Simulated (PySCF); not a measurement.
**How methods differ on the ionisation energy of Pd**

Pd [Kr] 4d10 → Pd⁺ [Kr] 4d9 [4d3/2^4 4d5/2^5, M_J = 5/2], as a difference of total energies. All numbers are calculated (PySCF 2.14, the two-component X2C-1e Hamiltonian, in x2c-TZVPall-2c with one added diffuse shell each of s, p, d type (9s10p8d1f, 86 functions)). Correlated levels: [Ar] 3d10 frozen; the 6 highest virtual spinors dropped. "Screened" scales the spin-orbit matrix elements by Boettger's factors to mimic the two-electron term; Breit and QED terms are absent.

Task: Order these methods by the ionisation energy they give, lowest first.
A. GHF (screened spin-orbit)
B. GHF (spin-free)
C. GMP2 (spin-free)
D. GMP2 (screened spin-orbit)

Result: A (6.210 eV), B (6.386 eV), D (8.076 eV), C (8.263 eV).

The spin-free rows lack the spin-orbit shift.

Errors of the correlated levels include the incompleteness of this basis and the frozen core.

For comparison: 8.337 eV (measured; NIST Atomic Spectra Database, ionization energies).
